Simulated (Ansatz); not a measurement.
Mulliken charges of CH4BrFSi (`FC[SiH2]Br`) from r2SCAN/def2-TZVPP in Ansatz (PBE0-D4/def2-TZVP geometry).

| atom | x (Å) | y (Å) | z (Å) | charge (e) |
| --- | --- | --- | --- | --- |
| F1 | -0.826 | 1.788 | 0.311 | -0.242 |
| C2 | 0.171 | 0.964 | -0.201 | 0.041 |
| Si3 | -0.233 | -0.832 | 0.223 | 0.407 |
| Br4 | 1.404 | -2.069 | -0.629 | -0.235 |
| H5 | 1.130 | 1.265 | 0.231 | 0.070 |
| H6 | 0.225 | 1.111 | -1.284 | 0.070 |
| H7 | -1.512 | -1.249 | -0.395 | -0.056 |
| H8 | -0.267 | -1.037 | 1.689 | -0.056 |

Problem. By hand: the dipole of these point charges (1 e Å = 4.8032 D).

Solution. Σ q r = (-0.023, 0.049, 0.009) e Å, of length 0.055 e Å = 0.26 D.

Problem. How does the dipole of the full density compare? (Estimate.)

Solution. Computed: (0.054, 0.024, -0.035) e Å, 0.33 D; the point charges give 0.79 times that, at 96° from its direction.

Point charges leave out the atoms' own dipoles, such as those of lone pairs, and Mulliken's split depends on the basis, so the two needn't agree.
